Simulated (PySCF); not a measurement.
All values below come from PBE0-D3(BJ)/def2-TZVP in PySCF. Gas-phase values, no solvent. One relaxed conformer stands for a flexible species; it need not be the lowest. Excitations are Tamm–Dancoff values on a coarser integration grid. The basis has no diffuse functions, so Rydberg states are missing or too high.

Reference species (SMILES): `[SiH2]1C=C(C=C1)S` (H–S–C–C torsion 180°) (neutral, multiplicity 1).

The S1–T1 gap (TDA) is 1.63 eV and the HOMO comes out as -6.44 eV. The LUMO is -1.62 eV.

Changed species: `SC1=CC=C[SiH2]1` (H–S–C–Si torsion 0°).

### Question
Give the shifts of the S1–T1 gap (TDA), HOMO and LUMO.

### Answer
the S1–T1 gap (TDA) rises by 0.06 eV, to 1.69 eV; the HOMO rises by 0.38 eV, to -6.06 eV; the LUMO rises by 0.02 eV, to -1.60 eV.
